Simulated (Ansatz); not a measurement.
CH3AlINO (`[I][Al]1[NH]C[O]1`), charge 0, multiplicity 1.

Problem. Give a relaxed structure at PBE0-D4/def2-TZVP (Ansatz 0.2.0). (Best estimate.)

Solution. The calculation gave: 
Cartesian coordinates in Å:
```
I -1.0609 -3.2195 -1.4367
Al -0.3387 -1.0587 -0.5758
N -0.1379 -0.1383 0.8992
C 0.3522 0.9603 0.0606
O 0.2729 0.4074 -1.2513
H -0.1986 -0.0385 1.8944
H 1.3919 1.2321 0.2855
H -0.2809 1.8551 0.1241
```
Point group Cs.
